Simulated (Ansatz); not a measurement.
Gas-phase electronic energies from Ansatz, PBE0-D4/def2-TZVP geometries. CBS: MP2 limit from def2 TZ/QZ plus the TZ coupled-cluster correction, frozen cores. This one scheme is used for every species. Functionals use def2-TZVPP. Each species was taken in one conformer, which may not be the lowest.

Reaction (ligand exchange at the Si–C bond): `O[SiH2]SC[SiH3]` + `[OH][Al]([OH])[O][SiH3]` → `[OH][Al]([O][SiH3])[O][SiH3]` + `CS[SiH2]O`

Is it downhill or uphill in electronic energy at CCSD(T)/CBS, and by how much? (Estimate.)

Ansatz gave: Downhill: ΔE = -118.4 kJ/mol.

What do these levels give: PBE-D4, ωB97M-V, PBE, r2SCAN, PBE0, MP2/def2-TZVPP, SCS-MP2/def2-TZVPP, HF/def2-QZVPP, MP2/def2-QZVPP, SCS-MP2/def2-QZVPP, HF/CBS(def2), MP2/CBS(def2)? (An estimate is asked.)

Ansatz gave: PBE-D4 -104.5, ωB97M-V -117.8, PBE -108.6, r2SCAN -120.4, PBE0 -115.0, MP2/def2-TZVPP -119.9, SCS-MP2/def2-TZVPP -126.5, HF/def2-QZVPP -153.7, MP2/def2-QZVPP -119.6, SCS-MP2/def2-QZVPP -126.2, HF/CBS(def2) -154.0, MP2/CBS(def2) -118.2 kJ/mol.

Largest T1 diagnostic among the species: 0.012.

In def2-TZVPP, CCSD(T) changes the Hartree–Fock value by +31.7 kJ/mol (the triples alone add +4.8 kJ/mol) and MP2 by +31.9 kJ/mol. From PBE to PBE0 (25 % exact exchange), in def2-TZVPP and without D4, ΔE moves by −6.5 kJ/mol. The D4 term adds +7.0 kJ/mol with B3LYP and +3.5 kJ/mol with PBE0; it sums over pairs of atoms, weighted by their polarisabilities, and B3LYP, whose exchange is more repulsive, gets the larger term.

B3LYP here is the variant with VWN-RPA as its local correlation; programs differ in this.
